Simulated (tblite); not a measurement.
Species: C2H10AsSi2 (doublet state).
Bonds: C1–C2, C2–Si3, Si3–As4, As4–Si5. Hydrogens: H6, H7 on C1; H8, H9 on C2; H10, H11 on Si3; H12 on As4; H13, H14, H15 on Si5.

Computed with GFN2-xTB (tblite), gas phase: L-BFGS steps from a force-field or distance-geometry start until the largest atomic force falls under 0.01 eV/Å.

At the end of the run (lengths in Å): C2–Si3 1.956, As4–H12 1.509, C1–C2 1.450, C1–H6 1.073, C1–H7 1.076, Si3–As4 2.313, C2–H9 1.089, C1–C2–Si3 107.6°, C2–Si3–As4 103.6°, Si3–As4–Si5 98.1°, C1–C2–Si3–As4 -35°, C2–Si3–As4–Si5 -71°, H6–C1–C2–Si3 -86°, H8–C2–C1–H6 32°.

**Question.** These geometries were met on the way; a selection of coordinates is given. Order them by energy above the end point, lowest first.
A. C2–Si3 1.916, As4–H12 1.516, C1–C2 1.456, C1–H6 1.061, C1–H7 1.075, Si3–As4 2.309, C2–H9 1.106, C1–C2–Si3 112.8°, C2–Si3–As4 110.3°, Si3–As4–Si5 92.6°, C1–C2–Si3–As4 -58°, C2–Si3–As4–Si5 -72°, H6–C1–C2–Si3 -167°, H8–C2–C1–H6 -44°
B. C2–Si3 1.950, As4–H12 1.514, C1–C2 1.450, C1–H6 1.064, C1–H7 1.083, Si3–As4 2.334, C2–H9 1.095, C1–C2–Si3 110.5°, C2–Si3–As4 105.0°, Si3–As4–Si5 97.4°, C1–C2–Si3–As4 -58°, C2–Si3–As4–Si5 -68°, H6–C1–C2–Si3 -123°, H8–C2–C1–H6 2°
C. C2–Si3 1.940, As4–H12 1.523, C1–C2 1.467, C1–H6 1.080, C1–H7 1.084, Si3–As4 2.338, C2–H9 1.107, C1–C2–Si3 114.5°, C2–Si3–As4 108.7°, Si3–As4–Si5 92.3°, C1–C2–Si3–As4 -55°, C2–Si3–As4–Si5 -71°, H6–C1–C2–Si3 -149°, H8–C2–C1–H6 -23°
D. C2–Si3 1.935, As4–H12 1.496, C1–C2 1.452, C1–H6 1.077, C1–H7 1.085, Si3–As4 2.326, C2–H9 1.097, C1–C2–Si3 109.4°, C2–Si3–As4 102.5°, Si3–As4–Si5 98.7°, C1–C2–Si3–As4 -59°, C2–Si3–As4–Si5 -69°, H6–C1–C2–Si3 -107°, H8–C2–C1–H6 16°
E. C2–Si3 1.891, As4–H12 1.574, C1–C2 1.507, C1–H6 1.121, C1–H7 1.111, Si3–As4 2.323, C2–H9 1.106, C1–C2–Si3 110.0°, C2–Si3–As4 109.7°, Si3–As4–Si5 92.4°, C1–C2–Si3–As4 -62°, C2–Si3–As4–Si5 -72°, H6–C1–C2–Si3 -174°, H8–C2–C1–H6 -55°

**Answer.** D (0.074 eV), B (0.131 eV), C (0.213 eV), A (0.352 eV), E (0.615 eV).

| step | E above end (eV) | rms distance from the end, all atoms (Å) | largest force (eV/Å) | rms shift of all bonds from the end (Å) |
| --- | --- | --- | --- | --- |
| 24 | 0.074 | 0.368 | 0.355 | 0.009 |
| 19 | 0.131 | 0.416 | 0.440 | 0.008 |
| 8 | 0.213 | 0.489 | 0.326 | 0.012 |
| 2 | 0.352 | 0.502 | 0.822 | 0.013 |
| 0 | 0.615 | 0.511 | 2.706 | 0.034 |

Rows stand in the order of the answer.
